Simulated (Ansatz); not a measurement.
Input for Ansatz (a program for electronic structure): R-wB97X-V/def2-TZVPP on H5NOSn (SMILES [NH2][SnH2][OH]), a point of a torsion scan. Elements past Kr take the def2 small-core potentials; no spin–orbit coupling.

Ansatz 0.2 input:
```yaml
crystal:
  periodic: [false, false, false]
  atoms:
    - {symbol: N, position_ang: [1.41576723, -0.41683500, 0.18270304]}
    - {symbol: Sn, position_ang: [-0.31099512, 0.57963627, 0.08904753]}
    - {symbol: O, position_ang: [-1.51796705, -0.80118608, -0.55513224]}
    - {symbol: H, position_ang: [1.45560803, -1.18032794, -0.48021599]}
    - {symbol: H, position_ang: [2.26043255, 0.12648194, 0.07020630]}
    - {symbol: H, position_ang: [-0.44592196, 1.85214222, -1.00143845]}
    - {symbol: H, position_ang: [-0.73579499, 1.04259119, 1.63672831]}
    - {symbol: H, position_ang: [-2.26179550, -1.03345276, -0.00518242]}
basis:
  gaussian:
    orbitals: def2-TZVPP
hamiltonian:
  xc: {name: wB97X-V}
scf: {lower_state_search: off}
```

Program output:

```
WARN ansatz: RAYON_NUM_THREADS=1 ignored (pool sized by the plan → 1); use --threads N
Functional definition: wB97X-V
these checks for a lower state are left out or cut short: stability, starts, cluster_reference, orbital_swaps, neighbouring_geometries, increment
integrals: 0.11 GiB planned
1033 factors; their error is unknown
integrals: 0.15 GiB planned
246 factors; integrals over basis functions are off by at most 7.6e-6 eV
mean field: 0.99 GiB planned
mean field evaluation 1: about -9441.7706 eV, gradient 6.9e1 eV
mean field evaluation 2: about -9438.7299 eV, gradient 8.1e1 eV
mean field evaluation 4: about -9450.0977 eV, gradient 3.4e0 eV
mean field evaluation 8: about -9450.1206 eV, gradient 2.1e-2 eV
mean field evaluation 16: about -9450.1703 eV, gradient 3.7e-5 eV
mean field -9450.17029416 eV, -347.2873527548 hartree, gradient 4.5e-6 eV, S^2 0.000000; 0 other end points of the search recorded, 0 dependent functions left out
reference -9450.17029187 eV, -347.2873526707 hartree; 21, 21 occupied and 161, 161 virtual orbitals, 1033 factors
Total energy: -9450.17029187 eV, -347.2873526707 hartree
Checks for a lower state left out: stability, starts, cluster_reference, orbital_swaps, neighbouring_geometries, increment
```

The calculation finished and met its thresholds.

Cost: around 15 core-seconds (rough).
